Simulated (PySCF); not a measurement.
C₃H₇ClO₂S.
SMILES with atom numbers: `[CH3:1][CH2:2][CH2:3][S:4](=[O:5])(=[O:6])[Cl:7]` (hydrogens: H8, H9, H10 on C1; H11, H12 on C2; H13, H14 on C3)

Geometry (PBE0-D3(BJ)/def2-SVP, Å), atoms numbered from 1 in this order:
```
atom  x, y, z in Å
C1    -3.3935    3.5206   -1.1723
C2    -4.1714    2.7956   -2.2590
C3    -5.0726    1.6781   -1.7674
S4    -6.5451    2.1925   -0.8830
O5    -7.3345    1.0185   -0.5844
O6    -6.2290    3.1727    0.1342
Cl7   -7.5389    3.2189   -2.4322
H8    -2.7915    2.8153   -0.5777
H9    -4.0641    4.0525   -0.4843
H10   -2.7053    4.2529   -1.6182
H11   -4.7766    3.5021   -2.8501
H12   -3.4740    2.3289   -2.9743
H13   -4.5788    1.0223   -1.0299
H14   -5.4713    1.0494   -2.5763
```

Linear response at B3LYP/def2-SVPD (PySCF, frozen core in the response, non-relativistic).

Static isotropic polarisability: 80.44 au (11.92 Å³), principal values 71.4, 80.8, 89.1 au.

What is the polarisability at 1064 nm and at the sodium D line?

81.08 au at 1064 nm (+0.8 %), 82.59 au at 589.3 nm (+2.7 %). The rise at 589.3 nm is 3.37 times that at 1064 nm; a pure ω² law gives 3.26. The lowest singlet lies at 234 nm, shorter than both wavelengths.

What is the isotropic C6 coefficient between two such molecules, C6 = (3/π)∫α(iω)² dω?

2778 au (Eh·bohr⁶) by a ten-point quadrature over imaginary frequencies, which is 1660 eV·Å⁶ or 160 J·nm⁶/mol.

Which effective excitation energy ω̄ makes London's formula C6 = (3/4)α²ω̄ exact here?

ω̄ = 4·C6/(3α²) = 0.572 Eh = 15.6 eV. A one-pole form α(ω) = α/(1 − ω²/ω̄²) fitted to the 1064 nm value gives 13.1 eV.

What molar refraction at the D line follows from R = (4π/3)·N_A·α′, with α′ the polarisability volume?

α′ = 12.24 Å³ gives R = 30.87 cm³/mol, for isolated, non-vibrating species.

What three-body coefficient follows from the one-pole estimate C9 = (3/4)·α·C6?

168000 au. This is an estimate from the two numbers above, not a computed integral.

How anisotropic is the static polarisability, by Δα² = ½[(α1 − α2)² + (α2 − α3)² + (α3 − α1)²]?

Δα = 15.4 au, or 0.19 of the isotropic value.

The lowest 6 singlets have (eV, f): 5.30, 0.003; 5.77, 0.018; 5.91, 0.038; 5.98, 0.006; 6.85, 0.012; 7.10, 0.032. What share of the static polarisability do they carry in the sum over states α = Σ f/ω²?

2.06 au, 2.6 % of α; the largest term, 0.80 au, is that of the state at 5.91 eV. Their oscillator strengths add up to 0.11. Higher states carry the rest.

What n − 1 at the D line would an ideal gas of it have at 273.15 K and 1 atm (2.6868 × 10¹⁹ cm⁻³), by n − 1 = 2π·N·α′?

20.66 × 10⁻⁴, a formal value whether or not that pressure can be reached.

How many electrons N does the Slater–Kirkwood formula C6 = (3/4)·√N·α^(3/2) need to give this C6?

N = (4·C6/3)²/α³ = 26.4; the species has 74 electrons in all.

One conformer stands for the species.
